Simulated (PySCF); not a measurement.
**Trend along group 12: MSi anions**

MP2 with double-zeta basis sets in PySCF, for the lowest determinant that a PBE0 search found; no spin–orbit coupling. De refers to high-spin ground-configuration atoms (the charge goes to the atom of lower measured ionisation energy or higher electron affinity, which is not always the lowest computed limit).

```
 M      basis  reference, frozen orbitals  charged atom  state (unpaired electrons)  Re (Å)  ωe (cm⁻¹)  De (eV)
Zn  def2-SVPD                     UHF, 10           Si−         quartet (σ ↑, π ↑↑)   2.480        221      n/a
Cd  def2-SVPD                      UHF, 5           Si−         quartet (σ ↑, π ↑↑)   2.723        163      n/a
Hg  def2-SVPD                      UHF, 5           Si−         quartet (σ ↑, π ↑↑)   2.878        118      n/a
```

The shortest bond is that of ZnSi⁻ (2.480 Å), the longest that of SiHg⁻ (2.878 Å).

Down a group the atoms grow and get heavier, so bonds lengthen and wavenumbers fall; this series shows no clear exception.

Correlated steps freeze the inner cores (5 to 10 orbitals); shallow outer-core shells are correlated. Spin–orbit coupling is left out, which matters for elements this heavy, above all for dissociation energies. States were picked by a PBE0 search and need not be the measured ground states.
